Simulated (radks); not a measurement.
Values are calculated unless marked as measured or tabulated.
Problem. Pr13+, configuration [Kr] 4d10. Code: a radial shooting solver on a logarithmic mesh with Libxc functionals. Model: Dirac Kohn-Sham, LB94 model potential, spin-unpolarised, spherical densities, finite nucleus; Fermi nuclear charge, rms radius 4.8919 fm.

Spin-orbit splittings of the eigenvalues, e(l+1/2) - e(l-1/2), with zeta = 2 splitting/(2l+1) and mean radii in bohr:

| shell | occ. | splitting (eV) | zeta (eV) | <r> j=l-1/2 | <r> j=l+1/2 |
|---|---|---|---|---|---|
| 2p | 6 | 487.0 | 324.7 | 0.08581 | 0.09213 |
| 3p | 6 | ? | ? | 0.2610 | 0.2731 |
| 3d | 10 | 20.85 | 8.339 | 0.2442 | 0.2480 |
| 4p | 6 | 21.67 | 14.45 | 0.6279 | 0.6539 |
| 4d | 10 | 4.021 | 1.609 | 0.6883 | 0.6967 |

Estimate the 3p splitting.

Solution. 96.28 eV (zeta = 64.18 eV).
